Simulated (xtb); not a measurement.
C$_{2}$H$_{9}$AlO$_{4}$Si, charge +1, doublet, geometry from GFN2-xTB (such geometries of metal compounds can be far from the true shape) (a state made from the parent by changing its charge; the spin is typed, not shown lowest); GFN1-xTB in xtb 6.7.1.

Input for xtb:
```
$ xtb mol.xyz --gfn 1 --chrg 1 --uhf 1 --acc 1000 --json

# file mol.xyz
17

Al    -0.01944120     1.49296815     0.93481994
C      1.12383577     3.09556602     0.42530824
H      2.15946912     2.75049573     0.39875371
H      0.97362376     3.87882205     1.16763451
H      0.80092462     3.40757839    -0.57038368
C     -1.17363057     1.69680514     2.59895152
H     -1.91487700     0.89501268     2.56071909
H     -1.63502705     2.68397638     2.57383420
H     -0.52026336     1.59036090     3.46595264
O     -0.00279194     0.11835516     0.06961919
Si     0.01497289    -1.31041999    -0.82388299
O      1.18820243    -2.20908783    -0.19881595
O      0.30970440    -0.86659517    -2.33890319
O     -1.44290777    -1.95739670    -0.63016748
H      1.01242399    -2.89533962     0.43955139
H      1.17656559    -0.95107446    -2.72797487
H     -2.12861261    -1.85896885    -1.28580334
```

Output, abridged:

```
   ID    Z sym.   atoms
    1   13 Al     1
    2    6 C      2, 6
    3    1 H      3-5, 7-9, 15-17
    4    8 O      10, 12-14
    5   14 Si     11

           -------------------------------------------------
          |                Calculation Setup                |
           -------------------------------------------------

           -------------------------------------------------
          |                 G F N 1 - x T B                 |
           -------------------------------------------------

          ...................................................
          :                      SETUP                      :
          :.................................................:
          :  # basis functions                  62          :
          :  # atomic orbitals                  60          :
          :  # shells                           36          :
          :  # electrons                        47          :
          :  # halogen bonds                     0          :
          :  max. iterations                   250          :
          :  Hamiltonian                  GFN1-xTB          :
          :  restarted?                      false          :
          :  GBSA solvation                  false          :
          :  PC potential                    false          :
          :  electronic temp.          300.0000000     K    :
          :  accuracy                 1000.0000000          :
          :  -> integral cutoff          0.2000000E+02      :
          :  -> integral neglect         0.1000000E-04      :
          :  -> SCF convergence          0.1000000E-02 Eh   :
          :  -> wf. convergence          0.2000000E-01 e    :
          :  Broyden damping             0.4000000          :
          :  net charge                          1          :
          :  unpaired electrons                  1          :
          ...................................................

 iter      E             dE          RMSdq      gap      omega  full diag
   1    -31.0478924 -0.310479E+02  0.759E+00    4.69       0.0  T
   2    -31.0830295 -0.351371E-01  0.450E+00    4.80       1.0  T
   3    -31.0658504  0.171790E-01  0.969E-01    4.76       1.0  T
   4    -31.0865420 -0.206916E-01  0.238E-01    4.82       1.0  T
   5    -31.0879320 -0.138994E-02  0.124E-01    4.81       1.0  T
   6    -31.0883989 -0.466946E-03  0.244E-02    4.81       1.0  T
   7    -31.0884055 -0.659994E-05  0.151E-02    4.81       1.6  T

   *** convergence criteria satisfied after 7 iterations ***

         :::::::::::::::::::::::::::::::::::::::::::::::::::::
         ::                     SUMMARY                     ::
         :::::::::::::::::::::::::::::::::::::::::::::::::::::
         :: total energy             -30.838816867463 Eh    ::
         :: gradient norm              0.034378413598 Eh/a0 ::
         :: HOMO-LUMO gap              4.812257525346 eV    ::
         ::.................................................::
         :: SCC energy               -31.088405508312 Eh    ::
         :: -> electrostatic           0.207412578010 Eh    ::
         :: repulsion energy           0.255476697162 Eh    ::
         :: dispersion energy         -0.005888056313 Eh    ::
         :: halogen bond corr.         0.000000000000 Eh    ::
         :: add. restraining           0.000000000000 Eh    ::
         :: total charge               1.000000000445 e     ::
         :::::::::::::::::::::::::::::::::::::::::::::::::::::

           -------------------------------------------------
          |                Property Printout                |
           -------------------------------------------------

    * Orbital Energies and Occupations

         #    Occupation            Energy/Eh            Energy/eV
      -------------------------------------------------------------
         1        2.0000           -0.8907684             -24.2390
       ...           ...                  ...                  ...
        12        2.0000           -0.6995503             -19.0357
        13        2.0000           -0.6964835             -18.9523
        14        2.0000           -0.6944706             -18.8975
        15        2.0000           -0.6798877             -18.5007
        16        2.0000           -0.6791705             -18.4812
        17        2.0000           -0.6676977             -18.1690
        18        2.0000           -0.6513397             -17.7239
        19        2.0000           -0.6480865             -17.6353
        20        2.0000           -0.6475409             -17.6205
        21        2.0000           -0.6263470             -17.0438
        22        2.0000           -0.6231847             -16.9577
        23        2.0000           -0.6212110             -16.9040
        24        1.0000           -0.5849699             -15.9178 (HOMO)
        25                         -0.4081227             -11.1056 (LUMO)
        26                         -0.2964035              -8.0656
        27                         -0.2902748              -7.8988
        28                         -0.2879465              -7.8354
        29                         -0.2786432              -7.5823
        30                         -0.2694638              -7.3325
        31                         -0.2474163              -6.7325
        32                         -0.2397044              -6.5227
        33                         -0.2264319              -6.1615
        34                         -0.2215662              -6.0291
        35                         -0.1646045              -4.4791
       ...                                ...                  ...
        60                          1.3082559              35.5995
      -------------------------------------------------------------
                  HL-Gap            0.1768472 Eh            4.8123 eV
             Fermi-level           -0.5497895 Eh          -14.9605 eV

  Mulliken/CM5 charges         n(s)   n(p)   n(d)
     1Al    0.57842  0.50550   1.125  0.935  0.361
     2C    -0.07616 -0.19380   1.067  3.010  0.000
     3H     0.10433  0.15872   0.896  0.000  0.000
     4H     0.08573  0.13986   0.914  0.000  0.000
     5H     0.10419  0.15855   0.896  0.000  0.000
     6C    -0.07578 -0.19361   1.067  3.009  0.000
     7H     0.10920  0.16384   0.891  0.000  0.000
     8H     0.08953  0.14363   0.910  0.000  0.000
     9H     0.09609  0.15025   0.904  0.000  0.000
    10O    -0.43568 -0.45565   1.632  4.804  0.000
    11Si    0.70838  0.67951   0.709  1.264  1.318
    12O    -0.48796 -0.66160   1.632  4.856  0.000
    13O    -0.48295 -0.65642   1.635  4.848  0.000
    14O    -0.48404 -0.65756   1.635  4.849  0.000
    15H     0.38853  0.57263   0.611  0.000  0.000
    16H     0.38901  0.57299   0.611  0.000  0.000
    17H     0.38917  0.57315   0.611  0.000  0.000

Wiberg/Mayer (AO) data.
largest (>0.10) Wiberg bond orders for each atom

 ---------------------------------------------------------------------------
     #   Z sym  total        # sym  WBO       # sym  WBO       # sym  WBO
 ---------------------------------------------------------------------------
     1  13 Al   3.189 --    10 O    1.237     2 C    0.756     6 C    0.754
     2   6 C    3.828 --     4 H    0.946     3 H    0.932     5 H    0.931
                             1 Al   0.756     6 C    0.151
     3   1 H    0.987 --     2 C    0.932
     4   1 H    0.991 --     2 C    0.946
     5   1 H    0.987 --     2 C    0.931
     6   6 C    3.826 --     8 H    0.942     9 H    0.935     7 H    0.932
                             1 Al   0.754     2 C    0.151
     7   1 H    0.986 --     6 C    0.932
     8   1 H    0.990 --     6 C    0.942
     9   1 H    0.988 --     6 C    0.935
    10   8 O    2.476 --     1 Al   1.237    11 Si   1.002
    11  14 Si   5.186 --    12 O    1.350    13 O    1.341    14 O    1.340
                            10 O    1.002
    12   8 O    2.265 --    11 Si   1.350    15 H    0.813
    13   8 O    2.270 --    11 Si   1.341    16 H    0.813
    14   8 O    2.267 --    11 Si   1.340    17 H    0.813
    15   1 H    0.851 --    12 O    0.813
    16   1 H    0.851 --    13 O    0.813
    17   1 H    0.851 --    14 O    0.813
 ---------------------------------------------------------------------------

Topologies differ in total number of bonds
Writing topology from bond orders to xtbtopo.mol

 dipole moment from electron density (au)
     X       Y       Z
  -0.0455   2.6385   1.6588  total (Debye):    7.922

           -------------------------------------------------
          | TOTAL ENERGY              -30.838816867463 Eh   |
          | GRADIENT NORM               0.034378413598 Eh/α |
          | HOMO-LUMO GAP               4.812257525346 eV   |
           -------------------------------------------------

normal termination of xtb
```
